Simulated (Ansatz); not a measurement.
The same ligand exchange along the group F, Cl, Br.

Isolated molecules relaxed with PBE0-D4/def2-TZVP in Ansatz; ΔE leaves out vibrations. CCSD(T)/CBS adds triple-zeta CCSD(T) − MP2 to the extrapolated MP2 energy (def2 sets, frozen cores). DFT in def2-TZVPP. def2 core potentials past Kr. For Br, Sn outer-core shells are correlated without core-valence functions, which leaves a few kJ/mol of doubt a bond. Scalar relativity is left out up to krypton. Each species was taken in one conformer, which may not be the lowest.

```csv
reaction,B2PLYP (kJ/mol),B97M-V (kJ/mol),CCSD(T)/CBS(def2) (kJ/mol)
`OB(F)O[SiH3]` + `C[S][Sn][OH]` → `C[S][Sn][O][SiH3]` + `OB(O)F`,-20,-21,-21
`OB(Cl)O[SiH3]` + `C[S][Sn][OH]` → `C[S][Sn][O][SiH3]` + `OB(O)Cl`,-20,-22,-20
`OB(Br)O[SiH3]` + `C[S][Sn][OH]` → `C[S][Sn][O][SiH3]` + `OB(O)Br`,-19,-20,-17
```

Largest T1 diagnostic: 0.016, for `C[S][Sn][OH]`.
